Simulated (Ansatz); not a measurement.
Two isomers of BFGeH5NO: A = `NB(F)[O][GeH3]`, B = `OB(F)[NH][GeH3]`.

Calculated with Ansatz (gas phase, PBE0-D4/def2-TZVP geometries, no zero-point term in ΔE). CCSD(T)/CBS is the MP2 limit (def2-TZVPP, def2-QZVPP) plus CCSD(T) − MP2 in def2-TZVPP, frozen cores. DFT in def2-TZVPP. B3LYP here is the variant with VWN-RPA as its local correlation; programs differ in this. For Ge outer-core shells are correlated without core-valence functions, which leaves a few kJ/mol of doubt a bond. Scalar relativity is left out up to krypton. One conformer a species, not always the lowest.

Question: Which isomer does CCSD(T)/CBS put lower? Give the gap. (Best estimate.)

Answer: Computed: A, by 4.9 kcal/mol.

Question: Give E(B) − E(A) in kcal/mol with PBE-D4, PBE0-D4, B3LYP, MP2/def2-TZVPP, B3LYP-D4, ωB97M-V, r2SCAN-D4. (Best estimate.)

Answer: The calculation gave: PBE-D4 5.1, PBE0-D4 5.0, B3LYP 6.4, MP2/def2-TZVPP 5.0, B3LYP-D4 6.0, ωB97M-V 5.5, r2SCAN-D4 6.0. None reverses the order clearly.

Largest T1 diagnostic: 0.012.

In def2-TZVPP, CCSD(T) changes the Hartree–Fock value by −2.0 kcal/mol (the triples alone add −0.1 kcal/mol) and MP2 by −2.1 kcal/mol.
